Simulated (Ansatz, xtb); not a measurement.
# Ranking isomers of HOSeSn+

3 gas-phase structures of HOSeSn+, found in a search over its isomers (lower ones may exist). Each was relaxed with GFN2-xTB:

A. a singlet given by its coordinates
B. `[SeH][O+]=[Sn]`, a singlet
C. a singlet given by its coordinates

C (Å):

```xyz
4

O    -0.4464   -0.0792   -0.5327
Se    0.4234    1.6687   -0.1459
Sn    1.7339   -0.4713   -0.1483
H    -1.3861    0.0646   -0.7010
```

Close contacts (Å): O1–Se2 1.99, O1–Sn3 2.25, Se2–Sn3 2.51, O1–H4 0.97.

A (Å):

```xyz
4

O     0.4913    0.3589   -1.0102
Se    0.3035   -0.4414    0.6181
Sn   -1.3573   -0.4100   -1.4636
H     1.1571   -1.6258    0.3492
```

Close contacts (Å): O1–Se2 1.82, O1–Sn3 2.05, Se2–Sn3 2.66, Se2–H4 1.48.

**Question.** Make a reasoned guess at their ranking by r2SCAN-D4/def2-SVP single-point energy.

**Answer.** Calculated order at r2SCAN-D4/def2-SVP: C (0.0), A (6.6), B (10.5) kcal/mol.

Energies above the lowest of each column, in kcal/mol; the last columns are at PBE0-D4/def2-TZVP geometries:

| structure | GFN2-xTB | HF/STO-3G | r2SCAN-D4/def2-SVP | PBE0-D4/def2-TZVP | CCSD(T)/def2-TZVPP |
| --- | --- | --- | --- | --- | --- |
| C | 0.0 | 0.0 | 0.0 | 0.0 | 0.0 |
| A | 26.0 | 10.1 | 6.6 | 9.3 | 8.4 |
| B | 23.9 | 11.6 | 10.5 | 14.0 | 12.4 |

Every level run on C puts it lowest or level with the lowest. Flexible structures stand in one conformer each, not always the lowest. Large T1 diagnostics make some coupled-cluster values less sure. Atoms past krypton carry core potentials in the def2 sets, without spin–orbit terms.

Programs: Ansatz 0.2.0, xtb 6.7.1.
